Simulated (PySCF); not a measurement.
From one molecule to another.

First species: C4H3FO2.
InChI=1S/C4H3FO2/c5-3-1-4(6)7-2-3/h2H,1H2

Second species: C₃H₈O₂SSi₂.
InChI=1S/C3H8O2SSi2/c1-3-2-4-8(3,6)5-7/h6H,1-2H2,7H3/t8-/m0/s1

Levels: CAM-B3LYP/def2-SVPD for dipole moment, HOMO energy, LUMO energy, HOMO–LUMO gap, static isotropic polarisability and electronic spatial extent ⟨r²⟩ about the centre of nuclear charge; TDDFT CAM-B3LYP/def2-SVPD for lowest singlet excitation; TDA CAM-B3LYP/def2-SVPD for lowest triplet excitation (Tamm–Dancoff); GFN2-xTB for rotational constant A and rotational constant C. Geometries: GFN2-xTB. Each species is one conformer at its optimised geometry, gas phase, non-relativistic unless stated. Electronic properties by PySCF.

Dipoles, sizes and rotational constants follow the conformer. The torsions of the flexible species, by atom-mapped SMILES:
- `[CH2:1]=[C:2]1[CH2:3][O:4][Si@:5]1([SH:6])[O:7][SiH3:8]`: O4–Si5–O7–Si8 140°, H–S6–Si5–O4 34°

Values for the first species:

* Dipole moment: 2.57 D
* HOMO energy: -8.76 eV
* LUMO energy: 0.18 eV
* HOMO–LUMO gap: 8.94 eV
* Lowest singlet excitation: 5.63 eV
* Lowest triplet excitation (Tamm–Dancoff): 3.94 eV
* Static isotropic polarisability: 50.2 au
* Electronic spatial extent ⟨r²⟩ about the centre of nuclear charge: 668 bohr²
* Rotational constant A: 7.294 GHz
* Rotational constant C: 1.612 GHz

Problem. Estimate the same properties for the second species, and the change in each.

Solution. 
| property | first | second | second less first |
| --- | --- | --- | --- |
| dipole moment | 2.57 D | 1.62 D | -0.95 D |
| HOMO energy | -8.76 eV | -8.88 eV | -0.12 eV |
| LUMO energy | 0.18 eV | 0.39 eV | +0.21 eV |
| HOMO–LUMO gap | 8.94 eV | 9.27 eV | +0.33 eV |
| lowest singlet excitation | 5.63 eV | 6.02 eV | +0.39 eV |
| lowest triplet excitation (Tamm–Dancoff) | 3.94 eV | 4.12 eV | +0.18 eV |
| static isotropic polarisability | 50.2 au | 108.6 au | +58.4 au |
| electronic spatial extent ⟨r²⟩ about the centre of nuclear charge | 668 bohr² | 1757 bohr² | +1089 bohr² |
| rotational constant A | 7.294 GHz | 1.561 GHz | -5.733 GHz |
| rotational constant C | 1.612 GHz | 0.718 GHz | -0.894 GHz |

On the first: The principal polarisabilities are 35.2, 55.2 and 60.0 au; their mean is the isotropic value. S1 lies 3.31 eV below the HOMO–LUMO gap; its leading configuration is HOMO−1→LUMO, weight 0.82.

On the second: The principal polarisabilities are 98.6, 103.0 and 124.3 au; their mean is the isotropic value. GFN2-xTB frequencies show an imaginary mode (24i cm⁻¹), so this geometry is no minimum at that level.
